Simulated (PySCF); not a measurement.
Working with the constants of GaAs

UHF-CCSD(T) constants of GaAs, ³Σ⁻ (triplet), unpaired electrons π ↑↑ (basis Ga cc-pVDZ-PP with ECP10, As cc-pVDZ-PP with ECP10; scalar-relativistic core potentials; PySCF 2.14; masses 68.9256 and 74.9216 u):

```
ωe              : 207.5 cm⁻¹
ωexe            : 0.614 cm⁻¹
Be              : 0.069922 cm⁻¹
αe              : 0.000301 cm⁻¹
D (centrifugal) : 3.18e-08 cm⁻¹
De to Ga + As   : 1.47 eV
```

**Question.** Give the vibrational terms G(v) and spacings up to v = 6.

**Answer.** G(v) = ωe(v+½) − ωexe(v+½)².

| v | G(v) (cm⁻¹) | G(v) − G(v−1) | Bv (cm⁻¹) |
| --- | --- | --- | --- |
| 0 | 103.6 |  | 0.06977 |
| 1 | 309.9 | 206.3 | 0.06947 |
| 2 | 514.9 | 205.0 | 0.06917 |
| 3 | 718.7 | 203.8 | 0.06887 |
| 4 | 921.3 | 202.6 | 0.06857 |
| 5 | 1122.7 | 201.4 | 0.06827 |
| 6 | 1322.8 | 200.1 | 0.06797 |

**Question.** How well does the Morse estimate ωe²/(4ωexe) reproduce De, and what is D0?

**Answer.** It gives 2.17 eV, 148 % of the computed De. D0 = De − G(0) = 1.47 − 0.01 = 1.46 eV.

Correlated steps freeze 8 core orbitals. Correlated levels converge slowly with the basis: in double zeta they bind strong bonds too weakly, by up to about 1 eV, and carry superposition errors of some tenths. Spin–orbit coupling is left out. The state was picked by a PBE0 search and need not be the measured ground state.
